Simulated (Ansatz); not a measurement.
Isolated molecules relaxed with PBE0-D4/def2-TZVP in Ansatz; ΔE leaves out vibrations. CBS: MP2 limit from def2 TZ/QZ plus the TZ coupled-cluster correction, frozen cores. Functionals use def2-TZVPP. B3LYP here is the variant with VWN-RPA as its local correlation; programs differ in this. def2 core potentials past Kr. For Ga, Te outer-core shells are correlated without core-valence functions, which leaves a few kJ/mol of doubt a bond. Scalar relativity is left out up to krypton. Each species was taken in one conformer, which may not be the lowest.

Reaction (ligand exchange at the Si–C bond): `[CH3][GaH]/[N]=C\[SiH3]` + `C[SiH2][TeH]` → `C[SiH2][Te][SiH3]` + `C=[N][GaH][CH3]`

`[CH3][GaH]/[N]=C\[SiH3]`:

```xyz
13

C    -0.897   -2.470    0.412
Ga   -1.021   -0.635    1.085
N    -0.921    0.698   -0.160
C    -0.264    1.535   -0.819
Si    1.609    1.792   -0.627
H    -0.064   -2.989    0.892
H    -1.807   -3.029    0.643
H    -0.740   -2.481   -0.667
H    -1.405   -0.153    2.520
H    -0.793    2.167   -1.559
H     2.309    1.549   -1.919
H     1.909    3.187   -0.203
H     2.083    0.828    0.401
```

`C[SiH2][TeH]`:

```xyz
9

C    -0.877   -0.235   -0.851
Si    0.794   -0.196   -0.020
Te    0.978    1.621    1.687
H    -0.905   -1.023   -1.609
H    -1.090    0.721   -1.332
H    -1.665   -0.433   -0.121
H     1.874    0.126   -0.990
H     1.091   -1.508    0.612
H    -0.200    0.927    2.625
```

`C[SiH2][Te][SiH3]`:

```xyz
12

C     0.164   -0.690    1.791
Si   -0.938   -1.017    0.320
Te   -1.680    1.095   -0.795
Si    0.587    1.447   -1.760
H     1.065   -0.152    1.488
H    -0.359   -0.087    2.535
H     0.467   -1.633    2.254
H    -2.189   -1.706    0.731
H    -0.231   -1.856   -0.685
H     0.945    0.342   -2.685
H     0.552    2.733   -2.501
H     1.618    1.525   -0.692
```

`C=[N][GaH][CH3]`:

Z-matrix (Å, degrees):
```
C
Ga 1 1.959
H 1 1.090 2 111.0
H 1 1.092 2 110.5 3 120.9
H 1 1.093 2 110.3 3 -120.6
N 2 1.816 1 116.7 3 -4.0
H 2 1.561 1 128.2 3 -175.8
C 6 1.244 2 156.7 1 93.0
H 8 1.102 6 121.5 2 -179.2
H 8 1.102 6 123.8 2 0.8
```

| level | ΔE (kJ/mol) | difference from CCSD(T)/CBS |
| --- | --- | --- |
| PBE-D4 | -71.6 | 3.4 |
| r2SCAN-D4 | -73.0 | 2.0 |
| PBE | -69.8 | 5.2 |
| PBE0 | -75.0 | 0.0 |
| B3LYP | -66.1 | 8.9 |
| HF/def2-TZVPP | -73.7 | 1.3 |
| SCS-MP2/def2-TZVPP | -75.2 | -0.2 |
| CCSD(T)/def2-TZVPP | -70.2 | 4.8 |
| HF/CBS(def2) | -73.4 | 1.6 |
| CCSD/CBS(def2) | -75.4 | -0.4 |
| CCSD(T)/CBS | -75.0 | 0 |

Largest T1 diagnostic among the species: 0.015.

From PBE to PBE0 (25 % exact exchange), in def2-TZVPP and without D4, ΔE moves by −5.1 kJ/mol.
